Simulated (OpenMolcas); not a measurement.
# Lines of O+: computed and rescaled rates

```yaml
Program: OpenMolcas
Method: CASSCF
Basis: ANO-RCC [8s7p4d3f2g]
Scalar_Hamiltonian: DKH2, point nucleus
Active_space: 5 electrons in 8 orbitals (2s 2p 3s 3p)
State_averaging: 2S+1 = 4 odd, 1 root; 2S+1 = 2 odd, 8 roots; 2S+1 = 4 even, 3 roots; 2S+1 = 2 even, 9 roots
Spin-orbit_coupling: RASSI with atomic mean-field integrals over the reference wave functions, term energies averaged over their components
```

Rates come from the transition moments of the reference wave functions (E1 and E2 in the length form). At fixed line strength A goes as λ^-3 for E1 and M1 and as λ^-5 for E2, so a rate at the computed wavelength can be rescaled to the measured one. Measured vacuum wavelengths follow from level energies in NIST Handbook of Basic Atomic Spectroscopic Data. Branching counts decays inside the model space alone, at computed energies, and the table is only a selection of the E2 and M1 lines, drawn from those between levels with measured partners whose computed energy lies within a factor of 1.5 of the measured one.

```
          Upper            Lower  Type  λ computed (nm)  λ measured (nm)  A computed (s-1)  A rescaled (s-1)  Branching %
2s² 2p³ ²P°_3/2  2s² 2p³ ⁴S°_3/2    M1            250.3            247.1          5.53e-02                           55.1
2s² 2p³ ²P°_1/2  2s² 2p³ ⁴S°_3/2    M1            250.3            247.1          2.21e-02                           38.9
2s² 2p³ ²P°_3/2  2s² 2p³ ²D°_5/2    E2             1033            732.2          1.95e-02          1.09e-01         19.4
2s² 2p³ ²P°_1/2  2s² 2p³ ²D°_3/2    E2             1032            733.2          1.67e-02          9.23e-02         29.4
2s² 2p³ ²P°_1/2  2s² 2p³ ²D°_5/2    E2             1033            732.1          1.11e-02          6.21e-02         19.5
2s² 2p³ ²P°_3/2  2s² 2p³ ²D°_3/2    M1             1032            733.3          1.11e-02                           11.0
2s² 2p³ ²P°_3/2  2s² 2p³ ²D°_3/2    E2             1032            733.3          8.35e-03          4.61e-02          8.3
2s² 2p³ ²P°_1/2  2s² 2p³ ²D°_3/2    M1             1032            733.2          6.91e-03                           12.2
2s² 2p³ ²P°_3/2  2s² 2p³ ²D°_5/2    M1             1033            732.2          6.22e-03                            6.2
2s² 2p³ ²D°_5/2  2s² 2p³ ⁴S°_3/2    E2            330.3              373          7.45e-05                           99.7
2s² 2p³ ²D°_3/2  2s² 2p³ ⁴S°_3/2    E2            330.4            372.7          4.77e-05                           65.5
2s² 2p³ ²D°_3/2  2s² 2p³ ⁴S°_3/2    M1            330.4            372.7          2.52e-05                           34.5
```

Spin-changing lines and M1 lines between different terms are not rescaled, since their strength hangs on the term gaps too.

The largest correction is for 2s² 2p³ ²P°_1/2 → 2s² 2p³ ²D°_5/2 (E2): 1.11e-02 × (1033 / 732.1)^5 = 6.21e-02 s-1, a factor of 5.59.

The computed order of these levels differs from the measured one in 2 places, and where term gaps are wrong the rates of spin-changing lines can be off by large factors.

No measured rate stands beside these. Rescaling mends the energy factor alone: line strengths can still be far off where a level mixes with configurations outside the active space, and weak or spin-changing lines hang on small mixing coefficients that depend on the term gaps too, so rescaling need not improve them.

Without dynamic correlation excited terms often stand tens of per cent too high (terms of higher spin than the ground term too low), and those without a measured partner can miss by more than the paired ones. The run also gave levels led by 2s² 2p² 3s, which use shells meant for correlation; these and all levels above them are left out. Measured partners are found by configuration, term and J. A level has none where our copy of the source lacks it or the pairing is in doubt (some pairs that miss far off the trend of their configuration count as doubtful). Levels of configurations outside the active space are missing.

° marks odd parity.
